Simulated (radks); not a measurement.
Results of a calculation; reference values are marked as such.
Numerical settings for the titanium ion Ti2+, [Ar] 3d2. Level of theory: non-relativistic Kohn-Sham, LDA (Slater exchange, Perdew-Wang correlation), spin-polarised, spherical densities, point nucleus; open shells are filled with parallel spins first (a radial shooting solver on a logarithmic mesh with Libxc functionals). The defaults (mesh step 0.008 in ln r, mesh end at 40 bohr or more with all orbitals vanishing there, Anderson mixing 0.5 over 9 steps, residual threshold near 1e-9 with the energy settled to 1e-9 hartree or 1e-11 of itself, here a cap of 65 iterations) give E = -846.5224 hartree and 3d at -20.725 eV in 15 iterations. Run on one thread of a shared host, so times are rough (Arm Neoverse V2): 0.1 s of CPU time, 0.1 s wall, 15 iterations on 2476 mesh points. Changes against that run (0 stands for a change within the tolerance of the run):

setting,iterations,converged,E (mhartree),e(3d) (meV),CPU (s)
mesh step in ln r 0.2,4,no,diverged,-,0.01
mesh step in ln r 0.12,2,no,diverged,-,0
mesh step in ln r 0.03,15,yes,0,0,0.03
mesh end (bohr) 2,13,level above zero,+2.59e+03,+2.65e+04,0.07
mesh end (bohr) 1,13,level above zero,+6.76e+04,+2.46e+05,0.06
residual threshold 0.001,9,yes,0,-0.153,0.07
residual threshold 1e-16,65,no,0,0,0.25
mixing 1,12,yes,0,0,0.09
"linear mixing, mixing 0.5",30,yes,0,0,0.16
"linear mixing, mixing 1",65,no,+0.0551,-102,0.47
mixing history 2,20,yes,0,0,0.12
iteration cap 5,5,no,+0.000856,+52.8,0.04

Settled on a wrong energy, with an occupied level pushed above zero by the early mesh end: mesh end (bohr) 2 (+2.59 hartree); mesh end (bohr) 1 (+67.6 hartree). Apart from these: no run marked as converged misses the energy by more than 1 mhartree. A mesh that ends early acts as a hard wall.
